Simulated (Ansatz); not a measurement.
The same group exchange along the group O, S, Se.

Calculated with Ansatz (gas phase, PBE0-D4/def2-TZVP geometries, no zero-point term in ΔE). CCSD(T)/CBS is the MP2 limit (def2-TZVPP, def2-QZVPP) plus CCSD(T) − MP2 in def2-TZVPP, frozen cores. This one scheme is used for every species. Functionals use def2-TZVPP. For Se outer-core shells are correlated without core-valence functions, which leaves a few kJ/mol of doubt a bond. Scalar relativity is left out up to krypton. One conformer a species, not always the lowest.

```json
{"reaction": "`C[CH2][AlH][OH]` + `C=C(C)CCC` → `C=C(C)C(CC)CC` + `[OH][AlH2]`", "ωB97M-V (kJ/mol)": "22"}
{"reaction": "`C[CH2][AlH][SH]` + `C=C(C)CCC` → `C=C(C)C(CC)CC` + `[AlH2][SH]`", "ωB97M-V (kJ/mol)": "25"}
{"reaction": "`C[CH2][AlH][SeH]` + `C=C(C)CCC` → `C=C(C)C(CC)CC` + `[AlH2][SeH]`", "ωB97M-V (kJ/mol)": "25"}
```

Question: Give the CCSD(T)/CBS values in the same order. (Best estimate.)

Answer: Computed: 20, 23, 24 kJ/mol.

Largest T1 diagnostic: 0.012, for `[OH][AlH2]`.
